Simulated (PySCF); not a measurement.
Cl₄Hf, charge +1, doublet, geometry from GFN2-xTB (such geometries of metal compounds can be far from the true shape) (the multiplicity is a formal guess) (core potentials on Hf); DF-HF/def2-SV(P) (PySCF).

Input for PySCF:
```python
from pyscf import gto, scf

mol = gto.Mole()
mol.atom = '''
    Hf    0.080592    0.159745   -0.315834
    Cl    1.888001   -1.401210   -0.414010
    Cl    0.891324    0.805312    1.705294
    Cl   -1.815730    1.544462    0.130787
    Cl   -1.304927   -1.625132   -0.084421
'''
mol.basis = 'def2-sv(p)'
mol.ecp = {'Hf': 'def2-sv(p)'}
mol.charge = 1
mol.spin = 1
mol.verbose = 4
mol.symmetry = True
mol.symmetry_subgroup = 'Cs'
mol.build()

mf = scf.UHF(mol)
mf = mf.density_fit(auxbasis='def2-universal-jkfit')
mf.kernel()
mf.analyze()
```

What the program printed (banner, timings and long lists left out):

```
PySCF version 2.14.0

[INPUT] verbose = 4
[INPUT] num. atoms = 5
[INPUT] num. electrons = 79
[INPUT] charge = 1
[INPUT] spin (= nelec alpha-beta = 2S) = 1
[INPUT] symmetry True subgroup Cs
[INPUT] Mole.unit = angstrom
[INPUT] Symbol           X                Y                Z      unit          X                Y                Z       unit  Magmom
[...]
nuclear repulsion = 448.574342885451
point group symmetry = C2v, use subgroup Cs
symmetry origin: [-2.69960875e-07 -2.15968700e-07  2.69960875e-08]
symmetry axis x: [-0.2220207  -0.4400768   0.87008001]
symmetry axis y: [ 0.77751488 -0.6183774  -0.11436782]
symmetry axis z: [-0.58836844 -0.65110813 -0.47945884]
num. orbitals of irrep A' = 62
num. orbitals of irrep A" = 35
number of shells = 43
number of NR pGTOs = 194
number of NR cGTOs = 97
basis = def2-sv(p)
ecp = {'Hf': 'def2-sv(p)'}

******** <class 'pyscf.df.df_jk.DFSymAdaptedUHF'> ********
method = DFSymAdaptedUHF
initial guess = minao
damping factor = 0
level_shift factor = 0
DIIS = <class 'pyscf.scf.diis.CDIIS'>
diis_start_cycle = 1
diis_space = 8
diis_damp = 0
SCF conv_tol = 1e-09
SCF conv_tol_grad = None
SCF max_cycles = 50
direct_scf = False
number electrons alpha = 40  beta = 39
Freeze 0 electrons in irreps []
    79 free electrons in irreps A' A"
Set gradient conv threshold to 3.16228e-05
******** <class 'pyscf.df.df.DF'> ********
auxbasis = def2-universal-jkfit
init E= -1872.42343122735

cycle= 1 E= -1884.66280251147  delta_E= -12.2  |g|= 0.37  |ddm|= 5.39
cycle= 2 E= -1884.69403497088  delta_E= -0.0312  |g|= 0.141  |ddm|= 0.45
cycle= 3 E= -1884.70493490071  delta_E= -0.0109  |g|= 0.0562  |ddm|= 0.26
cycle= 4 E= -1884.70733050098  delta_E= -0.0024  |g|= 0.0122  |ddm|= 0.0731
cycle= 5 E= -1884.70766479846  delta_E= -0.000334  |g|= 0.00488  |ddm|= 0.0379
cycle= 6 E= -1884.70771762342  delta_E= -5.28e-05  |g|= 0.002  |ddm|= 0.0131
cycle= 7 E= -1884.70773520935  delta_E= -1.76e-05  |g|= 0.00103  |ddm|= 0.00909
cycle= 8 E= -1884.70773880031  delta_E= -3.59e-06  |g|= 0.000678  |ddm|= 0.00318
cycle= 9 E= -1884.70774212273  delta_E= -3.32e-06  |g|= 0.000424  |ddm|= 0.00414
cycle= 10 E= -1884.7077436938  delta_E= -1.57e-06  |g|= 0.000192  |ddm|= 0.00363
cycle= 11 E= -1884.70774401726  delta_E= -3.23e-07  |g|= 8.09e-05  |ddm|= 0.00182
cycle= 12 E= -1884.70774405853  delta_E= -4.13e-08  |g|= 3.15e-05  |ddm|= 0.000669
cycle= 13 E= -1884.7077440628  delta_E= -4.28e-09  |g|= 1.25e-05  |ddm|= 0.000214
cycle= 14 E= -1884.70774406351  delta_E= -7.12e-10  |g|= 1.24e-05  |ddm|= 5.28e-05
Extra cycle  E= -1884.70774406438  delta_E= -8.68e-10  |g|= 1.6e-05  |ddm|= 4.89e-05
converged SCF energy = -1884.70774406438  <S^2> = 0.78823267  2S+1 = 2.0378741
**** SCF Summaries ****
Total Energy =                       -1884.707744064382950
Nuclear Repulsion Energy =             448.574342885450790
One-electron Energy =                -3497.474171799643955
Two-electron Energy =                 1164.192084849810271
Two-electron Coulomb Energy =         1279.514838657774362
DFT Exchange-Correlation Energy =     -115.322753807964091
Wave-function symmetry = A"
alpha occupancy for each irrep:     A'   A"
                                    26   14
beta  occupancy for each irrep:     A'   A"
                                    26   13
**** MO energy ****
alpha MO #1 (A' #1), energy= -105.030658478278 occ= 1
alpha MO #2 (A" #1), energy= -105.030642328435 occ= 1
alpha MO #3 (A' #2), energy= -105.019482838041 occ= 1
alpha MO #4 (A' #3), energy= -105.01937570908 occ= 1
alpha MO #5 (A' #4), energy= -10.7945904457666 occ= 1
alpha MO #6 (A" #2), energy= -10.7945895641676 occ= 1
alpha MO #7 (A' #5), energy= -10.7813178984321 occ= 1
alpha MO #8 (A' #6), energy= -10.7812637203023 occ= 1
alpha MO #9 (A' #7), energy= -8.27194679897683 occ= 1
alpha MO #10 (A" #3), energy= -8.27194375517728 occ= 1
alpha MO #11 (A' #8), energy= -8.2671914898467 occ= 1
alpha MO #12 (A" #4), energy= -8.26718795723733 occ= 1
alpha MO #13 (A' #9), energy= -8.2648730898587 occ= 1
[...]
beta  MO #31 (A" #10), energy= -0.734822831967408 occ= 1
beta  MO #32 (A' #22), energy= -0.7154725886986 occ= 1
beta  MO #33 (A' #23), energy= -0.711046735067426 occ= 1
beta  MO #34 (A" #11), energy= -0.686690227025402 occ= 1
beta  MO #35 (A' #24), energy= -0.681993708995127 occ= 1
beta  MO #36 (A" #12), energy= -0.677413735234431 occ= 1
beta  MO #37 (A' #25), energy= -0.661167376417343 occ= 1
beta  MO #38 (A' #26), energy= -0.588746608544156 occ= 1
beta  MO #39 (A" #13), energy= -0.55499596015432 occ= 1
beta  MO #40 (A" #14), energy= -0.393505361479821 occ= 0
beta  MO #41 (A' #27), energy= -0.217696817912671 occ= 0
beta  MO #42 (A' #28), energy= -0.174410371848177 occ= 0
beta  MO #43 (A" #15), energy= -0.167607409341008 occ= 0
beta  MO #44 (A" #16), energy= -0.152676473695061 occ= 0
beta  MO #45 (A' #29), energy= -0.129977897725211 occ= 0
beta  MO #46 (A' #30), energy= -0.0357608175792585 occ= 0
beta  MO #47 (A' #31), energy= -0.0252180043986457 occ= 0
beta  MO #48 (A" #17), energy= -0.0249913456955666 occ= 0
beta  MO #49 (A' #32), energy= -0.0249021755221418 occ= 0
beta  MO #50 (A' #33), energy= 0.0376386974063045 occ= 0
beta  MO #51 (A" #18), energy= 0.0883728198219222 occ= 0
beta  MO #52 (A' #34), energy= 0.103688955489611 occ= 0
beta  MO #53 (A' #35), energy= 0.126117412641515 occ= 0
beta  MO #54 (A' #36), energy= 0.130749201989104 occ= 0
beta  MO #55 (A" #19), energy= 0.140185208089983 occ= 0
beta  MO #56 (A' #37), energy= 0.433766995389824 occ= 0
beta  MO #57 (A' #38), energy= 0.477010527791445 occ= 0
beta  MO #58 (A" #20), energy= 0.491676058536013 occ= 0
beta  MO #59 (A' #39), energy= 0.680284408797384 occ= 0
beta  MO #60 (A" #21), energy= 0.683770134018761 occ= 0
beta  MO #61 (A' #40), energy= 0.684617840445561 occ= 0
beta  MO #62 (A' #41), energy= 0.727749200530911 occ= 0
beta  MO #63 (A' #42), energy= 0.786117481373686 occ= 0
beta  MO #64 (A" #22), energy= 0.791483494236222 occ= 0
beta  MO #65 (A" #23), energy= 0.798611209116585 occ= 0
beta  MO #66 (A" #24), energy= 0.802586994647042 occ= 0
beta  MO #67 (A' #43), energy= 0.807127860045 occ= 0
beta  MO #68 (A' #44), energy= 0.816607524557935 occ= 0
beta  MO #69 (A' #45), energy= 0.816742199310399 occ= 0
beta  MO #70 (A" #25), energy= 0.817545890612406 occ= 0
beta  MO #71 (A" #26), energy= 0.825656993331316 occ= 0
beta  MO #72 (A" #27), energy= 0.831382778753677 occ= 0
beta  MO #73 (A' #46), energy= 0.836982068022238 occ= 0
beta  MO #74 (A' #47), energy= 0.841474730566574 occ= 0
beta  MO #75 (A' #48), energy= 0.846850141584069 occ= 0
beta  MO #76 (A" #28), energy= 0.846928530768207 occ= 0
beta  MO #77 (A' #49), energy= 0.856342596476527 occ= 0
beta  MO #78 (A' #50), energy= 0.863783525920331 occ= 0
beta  MO #79 (A" #29), energy= 0.864168595551713 occ= 0
beta  MO #80 (A' #51), energy= 0.886749871540291 occ= 0
beta  MO #81 (A' #52), energy= 0.892757235538343 occ= 0
beta  MO #82 (A" #30), energy= 0.922880965853602 occ= 0
beta  MO #83 (A" #31), energy= 0.967044455245435 occ= 0
beta  MO #84 (A' #53), energy= 1.01957113403183 occ= 0
beta  MO #85 (A" #32), energy= 1.04645990365287 occ= 0
beta  MO #86 (A' #54), energy= 1.10541938199386 occ= 0
beta  MO #87 (A" #33), energy= 1.11842254604006 occ= 0
beta  MO #88 (A" #34), energy= 1.1308534858565 occ= 0
beta  MO #89 (A' #55), energy= 1.14974462603108 occ= 0
beta  MO #90 (A' #56), energy= 1.1674913251252 occ= 0
beta  MO #91 (A' #57), energy= 1.22188005827541 occ= 0
beta  MO #92 (A' #58), energy= 1.32623366145255 occ= 0
beta  MO #93 (A" #35), energy= 1.43820351073635 occ= 0
beta  MO #94 (A' #59), energy= 1.4520367046307 occ= 0
beta  MO #95 (A' #60), energy= 1.47709481546065 occ= 0
beta  MO #96 (A' #61), energy= 71.676860030262 occ= 0
beta  MO #97 (A' #62), energy= 706.64333022099 occ= 0
In total            40.00000 | 39.00000

WARN: System has nonzero charge 1; the dipole moment is origin-dependent.
Location of origin: [0. 0. 0.]

Dipole moment(X, Y, Z, Debye):  0.94476,  1.87677, -3.70803
```
